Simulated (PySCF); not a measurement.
**Which functional comes closest?**

Molecule: (CH3)3CCHF2 (SMILES CC(C)(C)C(F)F).

Cartesian coordinates in Å; atom numbers follow the order of the lines, from 1:
```xyz
17

C    -1.0343   -0.7034   -1.0742
C    -0.1748    0.0290   -0.0433
C     0.9941    0.7400   -0.7248
C     0.3412   -0.9447    1.0159
C    -1.0264    1.0823    0.6554
F    -2.0843    0.5112    1.2787
F    -1.5230    1.9716   -0.2375
H    -0.4364   -1.4667   -1.5945
H    -1.8867   -1.2036   -0.5923
H    -1.4285   -0.0044   -1.8260
H     0.6376    1.4632   -1.4725
H     1.6165    1.2823    0.0053
H     1.6388    0.0083   -1.2343
H     0.9846   -1.7061    0.5500
H    -0.4888   -1.4590    1.5215
H     0.9394   -0.4260    1.7826
H    -0.4511    1.6473    1.4122
```

Geometry PBE0-D3(BJ)/def2-SVP throughout; GIAO in PySCF, gas phase, one conformer, non-relativistic; equivalent atoms averaged; basis pcSseg-1.

Reference values (measured; G. Saielli, R. Bini, A. Bagno, Computational 19F NMR. 2. Organic compounds, RSC Adv. 2014, ESI (exp. from Berger-Braun-Kalinowski 1994 and Everett 1995)): δ(F6/F7) = -128.6 ppm vs CFCl3. Computed shifts are taken against CFCl3, calculated as an isolated molecule at each level.

Question: How do the functionals HF, BP86, KT2, B3LYP, PBE0, mPW1PW91, WP04, B97-2, BHandHLYP, LC-wPBE perform against the reference? Times are CPU seconds on shared hosts with different chips, so compare them loosely; the GGAs took longer than the global hybrids here, which isn't the general rule, and the cause wasn't traced.

Answer: 
```
functional                    kind   F6/F7  abs. error F  core-s
        HF            Hartree–Fock  -115.1          13.5     8.7
      BP86                     GGA  -161.7          33.1      28
       KT2                     GGA  -166.3          37.7      30
     B3LYP           global hybrid  -146.9          18.3      18
      PBE0           global hybrid  -146.0          17.4      20
  mPW1PW91           global hybrid  -145.8          17.2      18
      WP04           global hybrid  -143.5          14.9      20
     B97-2           global hybrid  -145.4          16.8      18
 BHandHLYP           global hybrid  -132.6           4.0      20
   LC-wPBE  range-separated hybrid  -126.3           2.3      37
```

For $^{19}$F the closest is LC-wPBE (2.3 ppm) and the furthest KT2 (37.7 ppm). One molecule is a small sample, and vibrational and solvent effects are absent from the calculation.
